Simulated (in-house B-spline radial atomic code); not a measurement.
Radial electron density of Ga7+, [Ar] 3d6. Level of theory: scalar-relativistic (X2C) PW91, spin-polarised, spherical fractional occupations, Fermi nucleus of rms radius 3.9973 fm; calculated with a B-spline radial code for spherical atoms.

One-electron X2C: radii and densities carry no picture-change correction, so inner-shell <1/r> comes out high (for 1s by about 2 % at Z = 33, 5 % at 54, 10 % at 75, 30 % at 118) and <r> low.

Columns: r (bohr), 4πr²n(r) (electrons per bohr), bar.

```
 0.00183    1.092 #
 0.00218    1.477 #
  0.0026    1.995 ##
 0.00309    2.667 ###
 0.00368    3.558 ####
 0.00438    4.713 #####
 0.00521    6.189 ######
  0.0062    8.062 ########
 0.00737    10.37 ##########
 0.00878    13.21 #############
  0.0104    16.45 #################
  0.0124    20.28 ####################
  0.0148    24.47 #########################
  0.0176    28.66 #############################
   0.021    32.64 #################################
  0.0249    35.74 ####################################
  0.0297    37.69 ######################################
  0.0353    38.02 ######################################
   0.042    36.74 #####################################
    0.05    34.32 ###################################
  0.0595    31.82 ################################
  0.0708    30.58 ###############################
  0.0843    31.73 ################################
     0.1    35.31 ####################################
   0.119    40.14 ########################################
   0.142    43.65 ############################################
   0.169    43.14 ###########################################
   0.201     37.9 ######################################
   0.239    29.85 ##############################
   0.285    22.72 #######################
   0.339    19.95 ####################
   0.404    21.52 ######################
    0.48    24.19 ########################
   0.572    24.22 ########################
    0.68    20.25 ####################
    0.81    13.78 ##############
   0.964     7.58 ########
    1.15    3.281 ###
    1.36    1.176 #
    1.62   0.3128 
    1.93  0.06157 
     2.3 0.008225
```

On this grid the curve has 3 maxima, near 0.0353, 0.142, 0.572 bohr.

The 3p down radial function P(r) = rR(r), positive near the nucleus:

```json
{"r (bohr)": "0.00183", "P": "0.001529"}
{"r (bohr)": "0.0026", "P": "0.002887"}
{"r (bohr)": "0.00368", "P": "0.005435"}
{"r (bohr)": "0.00521", "P": "0.01024"}
{"r (bohr)": "0.00737", "P": "0.01919"}
{"r (bohr)": "0.0104", "P": "0.03549"}
{"r (bohr)": "0.0148", "P": "0.06559"}
{"r (bohr)": "0.021", "P": "0.1177"}
{"r (bohr)": "0.0297", "P": "0.2024"}
{"r (bohr)": "0.042", "P": "0.3299"}
{"r (bohr)": "0.0595", "P": "0.4977"}
{"r (bohr)": "0.0843", "P": "0.6653"}
{"r (bohr)": "0.119", "P": "0.731"}
{"r (bohr)": "0.169", "P": "0.5404"}
{"r (bohr)": "0.239", "P": "-0.001936"}
{"r (bohr)": "0.339", "P": "-0.7616"}
{"r (bohr)": "0.48", "P": "-1.301"}
{"r (bohr)": "0.68", "P": "-1.252"}
{"r (bohr)": "0.964", "P": "-0.7426"}
{"r (bohr)": "1.36", "P": "-0.26"}
{"r (bohr)": "1.93", "P": "-0.04409"}
```
